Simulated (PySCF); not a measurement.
Vertical excitations of a molecule C2H6BNO from PySCF 2.14.0 with TDDFT-PBE/def2-SVPD, as energy in eV (oscillator strength): 5.54 (0.085), 5.65 (0.001), 6.05 (0.006), 6.39 (0.000), 6.48 (0.341), 6.88 (0.001), 6.92 (0.018), 7.06 (0.001), 7.08 (0.027), 7.28 (0.022). Lowest triplet (TDA): 4.03 eV. Geometry: r2SCAN-D4/def2-SVP. One conformer was computed; it need not be the lowest.

Question: Which molecule gave these data?
(A) BO.CC#N
(B) NB1COC1
(C) NB1CCO1
(D) C=CB(N)O

Answer: D, C=CB(N)O
